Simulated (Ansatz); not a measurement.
Reactions of `C[Si](N)(O)Br`.

Computed with Ansatz on PBE0-D4/def2-TZVP structures; ΔE is electronic, products minus reactants. CCSD(T)/CBS is the MP2 limit (def2-TZVPP, def2-QZVPP) plus CCSD(T) − MP2 in def2-TZVPP, frozen cores. This one scheme is used for every species. Functionals use def2-TZVPP. B3LYP here is the variant with VWN-RPA as its local correlation; programs differ in this. Elements past krypton have def2 core potentials. For Br, Sb, Sn outer-core shells are correlated without core-valence functions, which leaves a few kJ/mol of doubt a bond. Scalar relativity is left out up to krypton. Each species was taken in one conformer, which may not be the lowest.

```tsv
reaction	MP2/CBS(def2) (kJ/mol)	ωB97M-V (kJ/mol)	r2SCAN-D4 (kJ/mol)	B3LYP-D4 (kJ/mol)	CCSD(T)/CBS(def2) (kJ/mol)
`C[Si](N)(O)Br` + `[F][Sn]([F])([F])[Br]` → `C[Si](N)(O)F` + `[F][Sn]([F])([Br])[Br]`	-106	-106	-104	-109	-107
`C[Si](N)(O)Br` + `BF` → `CBF` + `N[SiH](O)Br`	0	-3	-5	-3	-2
`C[Si](N)(O)Br` + `C=C[SiH3]` → `C=C[Si](C)(N)O` + `[SiH3]Br`	21	21	23	21	19
`C[Si](N)(O)Br` + `N[SiH2]S[SiH2]F` → `N[Si](N)(O)Br` + `C[SiH2]S[SiH2]F`	-12	-13	-12	-12	-12
`C[Si](N)(O)Br` + `O=CCO` → `C[SiH](O)Br` + `NC(=O)CO`	47	41	36	38	46
`C[Si](N)(O)Br` + `Cl[SiH]1[SiH2]S1` → `C[Si](O)(Cl)Br` + `N[SiH]1[SiH2]S1`	0	2	2	2	2
`C[Si](N)(O)Br` + `CC(=O)O[SiH3]` → `C[Si](O)(Br)O[SiH3]` + `CC(N)=O`	-71	-67	-69	-73	-68
`C[Si](N)(O)Br` + `[OH][Sb]([F])[F]` → `C[O][Sb]([F])[F]` + `N[SiH](O)Br`	114	110	111	103	108
`C[Si](N)(O)Br` + H–F → `N[Si](O)(F)Br` + CH₄	-140	-146	-150	-148	-142
`C[Si](N)(O)Br` + `FB[SiH3]` → `C[Si](N)(O)[SiH3]` + `FBBr`	13	14	8	10	11
```

Largest T1 diagnostic: 0.015, for `[OH][Sb]([F])[F]`.
